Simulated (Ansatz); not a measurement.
Ideal-gas functions of Cl2H3NOTi (`[NH2][Ti]([OH])([Cl])[Cl]`) at 298.15 K and 1 bar, from an Ansatz frequency run at PBE0-D4/def2-TZVP.

Molar mass 151.8 g/mol, point group Cs (symmetry number 1), electronic degeneracy 1, moments of inertia 216.522, 301.835, 366.665 u Å². Harmonic wavenumbers (cm⁻¹, unscaled): 67, 124, 153, 156, 182, 195, 273, 348, 418, 432, 489, 547, 748, 829, 1515, 3557, 3666, 3944.

Use S(trans) = R[1.5 ln M + 2.5 ln T − 1.1517]; rotational temperatures θ = 24.2544 K / I; S(rot) = R[ln(√π/σ · √(T³/θAθBθC)) + 1.5]; for each mode x = 1.438777 ν̃/T, S = R[x/(eˣ − 1) − ln(1 − e⁻ˣ)] and H = RT x/(eˣ − 1); 1 cm⁻¹ = 0.0119627 kJ/mol; R = 8.31446 J/(mol·K).

**Question.** By hand: the entropy, in J/(mol·K).

**Answer.** Translation 171.5. Rotation: θ = 0.112, 0.0804, 0.0661 K, giving 119.2. Vibration, mode by mode: 17.74, 12.71, 11.02, 10.87, 9.66, 9.12, 6.60, 4.92, 3.76, 3.57, 2.87, 2.30, 1.06, 0.77, 0.05, 0.00, 0.00, 0.00, in all 97.0. Electronic 0.0. Sum 387.7 J/(mol·K).

**Question.** By hand: H − E and G − E in kJ/mol, counted from the electronic energy.

**Answer.** Zero-point energy ½ × 17643 × 0.0119627 = 105.5; thermal vibration 15.5; translation, rotation and pV give 4 RT = 9.9. H − E = 130.9 kJ/mol, and G − E = 130.9 − 298.15 × 387.7/1000 = 15.3 kJ/mol.

Vibration gives 25 % of the entropy, 30.4 J/(mol·K) of it from the modes under 150 cm⁻¹: soft modes count most, and the harmonic formula is weakest for them. The sum counts one conformer and one mirror image; others add a mixing term.
